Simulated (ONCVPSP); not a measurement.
**phosphorus (P): what ONCVPSP 4.0.1 does with a changed input**

Command:

```bash
oncvpsp.x < P.dat > P.out
```

Input:

```
# ATOM AND REFERENCE CONFIGURATION
# atsym  z   nc   nv     iexc    psfile
  P 15.00    3    2        4      upf
#
#   n    l    f
    1    0    2.00
    2    0    2.00
    2    1    6.00
    3    0    1.75
    3    1    3.25
#
# PSEUDOPOTENTIAL AND OPTIMIZATION
# lmax
    2
#
#   l,   rc,      ep,       ncon, nbas, qcut
    0    1.75    0.00    4    8    3.80
    1    1.80    0.00    4    8    5.20
    2    1.90    0.07    4    9    4.70
#
# LOCAL POTENTIAL
# lloc, lpopt,  rc(5),   dvloc0
    4    2    1.75   25.00
#
# VANDERBILT-KLEINMAN-BYLANDER PROJECTORs
# l, nproj, debl
    0    2    2.40
    1    2    1.90
    2    2    1.10
#
# MODEL CORE CHARGE
# icmod, fcfact, rcfact
    1    0.50    0.00
#
# LOG DERIVATIVE ANALYSIS
# epsh1, epsh2, depsh
   -2.00    5.00    0.02
#
# OUTPUT GRID
# rlmax, drl
    6.00    0.01
#
# TEST CONFIGURATIONS
# ncnf
    4
# nvcnf
#   n    l    f
    2
    3    0    2.00
    3    1    3.00
#
    2
    3    0    2.00
    3    1    2.00
#
    2
    3    0    2.00
    3    1    1.00
#
    2
    3    0    1.00
    3    1    4.00
#
```

This is an input that runs to its end, with one change: dvloc0 set to 25.00 Ha.

Question: How does the run end?

Answer: The program runs through. Ghost flags: none; the largest excitation error among the 4 tests with output is 13.8 meV, against 14 meV for the unchanged input.

```

   n   l     f        eae           eps        diff
   1   0  2.0000  -76.64992672
   2   0  2.0000   -6.45049880
   2   1  6.0000   -4.63105411
   3   0  1.0000   -0.53928213   -0.53967253   -3.90D-04
   3   1  4.0000   -0.22312553   -0.22311850    7.03D-06

    Total energies and differences
      AE_ref= -3.41824226D+02  AE_tst= -3.41588520D+02  dif=  2.36D-01
      PS_ref= -6.37242358D+00  PS_tst= -6.13656360D+00  dif=  2.36D-01
      PSP excitation error= -1.54D-04
```
